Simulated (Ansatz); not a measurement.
Cost and result up the ladder for the cluster Nb₃O₅ (the lowest doublet isomer of a short search) (8 atoms). Total charge 0; doublet. Geometry: PBE0-D4/def2-SVP.

Cartesian coordinates in Å:
```
Nb 1.5534 0.1623 0.2406
Nb -0.5629 -0.6295 -1.4560
Nb -1.1724 1.5194 0.1425
O -1.3633 -1.9852 -0.8451
O -2.1961 0.7162 1.2111
O 0.6337 1.7697 0.7570
O 1.3955 -0.5555 -1.5202
O 1.7121 -0.9974 1.4701
```

Ansatz; hardware A = 2 threads of AMD EPYC 7R13 on a shared host and a share (18 GiB) of an NVIDIA H100 80GB HBM3; B = 2 threads of AMD EPYC 7R13 on a shared host. Times are rough, and most runs start from the orbitals of an earlier one. PBE0-D4/def2-TZVPD serves as the yardstick here, not as an exact answer. Differences are given only for rows in sets of like size (and for xTB, whose basis is part of the method), since another set adds its own error. Binding counts from free atoms at the same level (Nb sextet, O triplet; other spins of the atoms weren't run), without zero-point energy or a counterpoise term.

In the def2 sets Nb takes a core potential; there is no spin–orbit coupling. Correlated methods freeze 5 core orbitals; core or outer-core shells of Nb are correlated, in sets that lack core-valence functions. The structure comes from a short search, and lower isomers may exist.

Run but left out: HF/STO-3G, BHLYP-D4/def2-TZVP, MP2/def2-TZVP (⟨S²⟩ 1.06 to 2.00, where a pure state has 0.75).

Correlated methods converge slowly with the basis.

```tsv
level	functions	wall time	binding energy per atom (eV)	difference from PBE0-D4/def2-TZVPD (eV)
PBE-D4/def2-SVP [B]	163	9 s	5.98	–
PBE-D4/def2-TZVP [A]	275	11 s	5.87	0.59
r2SCAN-D4/def2-TZVP [A]	275	13 s	5.48	0.19
PBE-D4/def2-TZVPD [A]	320	14 s	5.87	0.59
LDA (SPW92)/def2-TZVP [A]	275	15 s	6.77	1.49
RPA@PBE/def2-TZVP [A]	275	16 s	5.08	-0.20
r2SCAN-D4/def2-TZVPD [A]	320	17 s	5.48	0.20
PBE0-D4/def2-SVP [B]	163	20 s	5.35	–
PBE0-D4/def2-TZVPD [A]	320	24 s	5.28	0.00
PBE0-D4/def2-TZVP (with forces) [A]	275	24 s	5.28	0.00
```
